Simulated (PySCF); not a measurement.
B3LYP has the VWN-RPA correlation part, as in Gaussian. Excitations are Tamm–Dancoff values on a coarser integration grid. The basis has no diffuse functions, so Rydberg states are missing or too high.

Cartesian coordinates (Å):
SMILES: O=CC1=C[Si@@H](C(F)(F)F)C=C1
```xyz
16

O      3.7064    -0.3032    -0.1266
C      2.7081    -0.4799    -0.7850
C      1.3627     0.0065    -0.3901
C      0.2537    -0.1959    -1.1466
Si    -1.1703     0.5942    -0.2120
C     -2.4520    -0.7473     0.3372
F     -1.8689    -1.7662     0.9969
F     -3.0937    -1.2750    -0.7285
F     -3.3935    -0.2265     1.1532
C     -0.0695     1.1572     1.1891
C      1.1835     0.7512     0.8895
H      2.7360    -1.0336    -1.7578
H      0.2868    -0.7387    -2.0940
H     -1.9448     1.6296    -0.9424
H     -0.3086     1.7037     2.1027
H      2.0642     0.9238     1.5144
```
Charge 0, multiplicity 1.

### Question
Give the S1 excitation (TDA), LUMO and HOMO–LUMO gap at the level PySCF 2.14.0 with B3LYP-D3(BJ)/def2-TZVP // B3LYP-D3(BJ)/def2-SVP.

### Answer

| Item | Result |
|---|---|
| S1 excitation (TDA) | 3.26 eV |
| LUMO | -3.10 eV |
| HOMO–LUMO gap | 4.38 eV |
